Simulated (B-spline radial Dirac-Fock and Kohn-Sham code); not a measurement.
# K-line shifts caused by a second vacancy in Gd⁺

System: Gd⁺ in the configuration 1s2 2s2 2p6 3s2 3p6 3d10 4s2 4p6 4d10 4f7 5s2 5p6 5d1 6s1.

Calculated with a radial B-spline solver, using relaxed Dirac-Fock hole states (ΔSCF) with Breit and QED corrections and a finite nucleus. Each two-hole energy is an average over J within one jj subconfiguration, not an observable level; in light atoms, where LS coupling holds, the j-resolved values are not observed lines, and for a K spectator the Kα1 hypersatellite is nearly forbidden. Correlation and solid-state effects are left out.

Lines without a spectator: Kα2 (K-L2) 42305.8 eV, Kα1 (K-L3) 42993.5 eV, Kβ3 (K-M2) 48544.4 eV, Kβ1 (K-M3) 48687.8 eV. Shifts in eV with one spectator hole (a dash: not computed, or left out as unreliable):

```
spectator hole     Kα2     Kα1      Kβ3      Kβ1
        K (1s)  +796.1  +839.7  +1025.0  +1034.9
    L2 (2p1/2)   +95.8  +125.2        –   +250.1
    L3 (2p3/2)   +81.6   +85.8   +203.3        –
    M2 (3p1/2)       –  +17.96    +37.2    +44.3
    M3 (3p3/2)  +11.26       –    +34.4    +34.3
    M4 (3d3/2)   +3.43   +0.09        –        –
    M5 (3d5/2)   -1.10   +2.00        –        –
```
